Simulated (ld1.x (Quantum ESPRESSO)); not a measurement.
Reading a pseudo-wave (H)

Columns: radius, all-electron u(r) and pseudo u(r) of the 1s shell (level -6.49 eV) of hydrogen in the configuration 1s1; PBE, non-relativistic, TM scheme, ld1.x (Quantum ESPRESSO) 7.5.

| r (bohr) | all-electron | pseudo |
| --- | --- | --- |
| 0.055 | 0.0999 | 0.0832 |
| 0.110 | 0.1889 | 0.1649 |
| 0.165 | 0.2679 | 0.2434 |
| 0.220 | 0.3377 | 0.3172 |
| 0.275 | 0.3991 | 0.3852 |
| 0.330 | 0.4528 | 0.4462 |
| 0.385 | 0.4996 | 0.4995 |
| 0.440 | 0.5400 | 0.5449 |
| 0.495 | 0.5747 | 0.5825 |
| 0.550 | 0.6042 | 0.6129 |
| 0.605 | 0.6289 | 0.6369 |
| 0.660 | 0.6494 | 0.6557 |
| 0.715 | 0.6660 | 0.6703 |
| 0.770 | 0.6791 | 0.6816 |
| 0.825 | 0.6891 | 0.6902 |
| 0.880 | 0.6962 | 0.6966 |
| 0.935 | 0.7009 | 0.7010 |
| 0.990 | 0.7032 | 0.7032 |
| 1.045 | 0.7036 | 0.7036 |
| 1.100 | 0.7021 | 0.7021 |
| 1.155 | 0.6990 | 0.6990 |
| 1.210 | 0.6944 | 0.6944 |
| 1.265 | 0.6886 | 0.6886 |
| 1.320 | 0.6817 | 0.6817 |
| 1.375 | 0.6738 | 0.6738 |
| 1.430 | 0.6650 | 0.6650 |

**Question.** How many radial nodes do the two functions have?

**Answer.** The all-electron 1s function has n − l − 1 = 0; the pseudo-wave has 0.

**Question.** At about which radius was the pseudo-wave matched?

**Answer.** 1.05 bohr. The columns agree to 0.0005 from 0.88 bohr on; several derivatives are matched, so the curves merge somewhat inside the radius.

**Question.** Is the pseudo-wave norm-conserving?

**Answer.** Yes: the TM scheme keeps the norm inside the radius equal to the all-electron one, which fixes the energy derivative of the logarithmic derivative at the level.
